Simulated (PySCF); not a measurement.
Species: C₅H₆F₂NO (charge +1).
Bonds: C1–N2, N2–C3 (aromatic), C3–O4 (aromatic), O4–C5 (aromatic), C5–C6, C6–F7, C6–F8, C5–C9 (aromatic), N2–C9 (aromatic). Hydrogens: H10, H11, H12 on C1; H13 on C3; H14 on C6; H15 on C9.

Probes without a nucleus sit at each ring's centroid and 1 Å off its mean plane on both sides; NICS is minus the shielding there, NICSzz its component along the normal. Level: GIAO PBE0/pcSseg-1 (PySCF, non-relativistic, gas phase) on the GFN2-xTB geometry, one conformer.

Ring bond lengths (Å), with Mayer bond orders in brackets: N2–C3 1.321 (1.35), C3–O4 1.301 (1.24), O4–C5 1.346 (1.01), C5–C9 1.363 (1.60), C9–N2 1.369 (1.08).

What do the NICS probes read (ppm)?

| ring | type | NICS(0) | NICS(1), two faces | NICS(1)zz, two faces | rms pucker (Å) | centre to ring atoms, mean (Å) |
| --- | --- | --- | --- | --- | --- | --- |
| N2–C3–O4–C5–C9 | 5-membered ring with N and O; formal bonds all aromatic | -12.7 | -10.0 / -10.1 | -25.8 / -25.9 | 0.00 | 1.14 |

What can be read from them?

- N2–C3–O4–C5–C9: mean NICS(1)zz -25.9 ppm, shielded. For a flat ring without four-coordinate atoms the NICS criterion counts such a value as aromatic.

And the bond-length index? HOMA takes Krygowski's 1993 parameters.

- N2–C3–O4–C5–C9: HOMA 0.69; the largest term is that of O4–C5, α(R − Ropt)² = 1.04.

At the first NICS(1) probe listed for ring N2–C3–O4–C5–C9, 1 Å off the ring, how large is the induced field along the normal in 1 T applied along it?

NICSzz × B0 = -25.8 ppm × 1 T = -26 μT, against the applied field.

The values belong to the conformer `[CH3:1][n+:2]1[cH:3][o:4][c:5]([CH:6]([F:7])[F:8])[cH:9]1`: O4–C5–C6–F7 -127°.
